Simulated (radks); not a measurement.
Q: Coherent X-ray form factor from a spherical all-electron density. Calculated with a radial shooting solver on a logarithmic mesh with Libxc functionals: non-relativistic Kohn-Sham, PBE, spin-polarised, spherical densities, point nucleus.

sin(theta)/lambda (1/angstrom)  f0 (electrons)
0.05                                    20.799
0.1                                     20.217
0.15                                    19.313
0.2                                     18.171
0.25                                    16.886
0.3                                     15.546
0.4                                     12.985
0.5                                     10.860
0.6                                      9.268
0.8                                      7.356
1                                        6.329
1.25                                     5.368
1.5                                      4.460
2                                        2.935

The species is in the configuration that NIST lists as its ground one. Which atom or ion scatters so?

A: The manganese ion Mn4+, [Ar] 3d3. Extrapolating in s^2 from the first two rows gives f0(0) = 21.0, near the electron count 21; among species with that count, the fall with angle is slower the higher Z, and the table is that of Z = 25; from so few rows the species is fixed only to a neighbour or two.
